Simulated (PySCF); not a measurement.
Si(H)(OH)2(SH) (H4O2SSi), SMILES O[SiH](O)S.

Geometry optimised at TPSSh-D3(BJ)/def2-SVP. Other conformers were not sampled.

These are CAM-B3LYP/def2-TZVP (PySCF) values and carry that method's errors.

Task: Estimate the frontier levels, gap, dipole moment and polarisability. (The exact figures need the calculation; the answer reports its results.)

Result: 
```yaml
highest_occupied_level: -9.02 eV
lowest_empty_level: 1.10 eV
orbital_gap: 10.13 eV
dipole_moment: 0.97 D
quadrupole, principal values (traceless, Buckingham form, about the centre of nuclear charge): -8.67, 3.01, 5.66 D·Å
mean_static_polarisability: 48.9 bohr³ (7.24 Å³)
polarisability_principal_values: 43.1, 46.6, 57.0 bohr³
```
